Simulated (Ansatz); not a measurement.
A structure relaxed at PBE-D4/def2-SVPD in Ansatz, charge -1, singlet:

```xyz
5

B    -0.2213    0.3666   -0.5313
B     0.9948   -0.0566    0.6826
As   -0.1883   -1.6146    0.5294
As   -2.0675   -0.1474   -0.2780
As    1.4824    1.4521   -0.4026
```

Task: Give its formula.

Result: the cluster B₂As₃⁻.

Task: Summarise the bond lengths by kind (pairs closer than 1.2 times the sum of covalent radii, bridged metal pairs left out).

Result: 5 × As–B 1.92 to 2.25 Å; 1 × B–B 1.77 Å; 1 × As–As 2.52 Å.

The structure comes from a short search, and lower isomers may exist.
